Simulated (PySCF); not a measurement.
Isomers of C6H12Cl2Si, mass 182.009 u with the commonest isotopes. Level of theory: PBE0/pcSseg-1 in PySCF (dipole) on a GFN2-xTB geometry, gas phase. One conformer each, none proved a minimum here; rigid rotors.

**Question.** Order these by out-of-plane moment Σ m c² = (Ia + Ib − Ic)/2, smallest first.
A. `[CH3:1][CH2:2][Si@H:3]([CH2:4][Cl:5])[C:6]1([Cl:7])[CH2:8][CH2:9]1` with C1–C2–Si3–C4 175°, C2–Si3–C4–Cl5 67°, C2–Si3–C6–Cl7 60°
B. `[CH2:1]=[C:2]([CH3:3])[Si@H:4]([Cl:5])[CH2:6][CH2:7][CH2:8][Cl:9]` with C1–C2–Si4–Cl5 120°, C2–Si4–C6–C7 178°, Si4–C6–C7–C8 178°, C6–C7–C8–Cl9 -66°
C. `[CH3:1][C:2]([CH3:3])=[CH:4][SiH2:5][C@@H:6]([Cl:7])[CH2:8][Cl:9]` with C2–C4–Si5–C6 -93°, C4–Si5–C6–Cl7 -61°, Si5–C6–C8–Cl9 65°
D. `[CH3:1][CH2:2][C@@H:3]1[CH2:4][C@@:5]1([SiH3:6])[CH:7]([Cl:8])[Cl:9]` with C1–C2–C3–C4 -87°, C4–C5–C7–Cl8 158°

**Answer.** B (39.89 u·Å²), C (114.89 u·Å²), D (118.18 u·Å²), A (135.52 u·Å²).

**Question.** Order these by rotational constant A, largest first.
A. `[CH3:1][C:2]([CH3:3])=[CH:4][SiH2:5][C@@H:6]([Cl:7])[CH2:8][Cl:9]` with C2–C4–Si5–C6 -93°, C4–Si5–C6–Cl7 -61°, Si5–C6–C8–Cl9 65°
B. `[CH3:1][CH2:2][C@@H:3]1[CH2:4][C@@:5]1([SiH3:6])[CH:7]([Cl:8])[Cl:9]` with C1–C2–C3–C4 -87°, C4–C5–C7–Cl8 158°
C. `[CH2:1]=[C:2]([CH3:3])[Si@H:4]([Cl:5])[CH2:6][CH2:7][CH2:8][Cl:9]` with C1–C2–Si4–Cl5 120°, C2–Si4–C6–C7 178°, Si4–C6–C7–C8 178°, C6–C7–C8–Cl9 -66°
D. `[CH3:1][CH2:2][Si@H:3]([CH2:4][Cl:5])[C:6]1([Cl:7])[CH2:8][CH2:9]1` with C1–C2–Si3–C4 175°, C2–Si3–C4–Cl5 67°, C2–Si3–C6–Cl7 60°

**Answer.** C (1557 MHz), D (1245 MHz), B (1148 MHz), A (1006 MHz).

**Question.** Order these by radius of gyration √(Σ m r²/M), smallest first.
A. `[CH3:1][C:2]([CH3:3])=[CH:4][SiH2:5][C@@H:6]([Cl:7])[CH2:8][Cl:9]` with C2–C4–Si5–C6 -93°, C4–Si5–C6–Cl7 -61°, Si5–C6–C8–Cl9 65°
B. `[CH2:1]=[C:2]([CH3:3])[Si@H:4]([Cl:5])[CH2:6][CH2:7][CH2:8][Cl:9]` with C1–C2–Si4–Cl5 120°, C2–Si4–C6–C7 178°, Si4–C6–C7–C8 178°, C6–C7–C8–Cl9 -66°
C. `[CH3:1][CH2:2][C@@H:3]1[CH2:4][C@@:5]1([SiH3:6])[CH:7]([Cl:8])[Cl:9]` with C1–C2–C3–C4 -87°, C4–C5–C7–Cl8 158°

**Answer.** C (2.348 Å), A (2.457 Å), B (2.844 Å).

| SMILES | point group | Ia (u·Å²) | Ib (u·Å²) | Ic (u·Å²) | κ | μa (D) | μb (D) | μc (D) |
| --- | --- | --- | --- | --- | --- | --- | --- | --- |
| CC(C)=C[SiH2][C@@H](Cl)CCl | C1 | 502.55 | 711.47 | 984.24 | -0.20 | 1.65 | 0.35 | 0.50 |
| CC[Si@H](CCl)C1(Cl)CC1 | C1 | 405.81 | 834.27 | 969.04 | -0.77 | 1.78 | 0.27 | 1.15 |
| C=C(C)[Si@H](Cl)CCCCl | C1 | 324.66 | 1187.70 | 1432.59 | -0.88 | 0.60 | 0.16 | 0.59 |
| CC[C@@H]1C[C@@]1([SiH3])C(Cl)Cl | C1 | 440.34 | 681.38 | 885.36 | -0.41 | 1.72 | 0.33 | 1.07 |
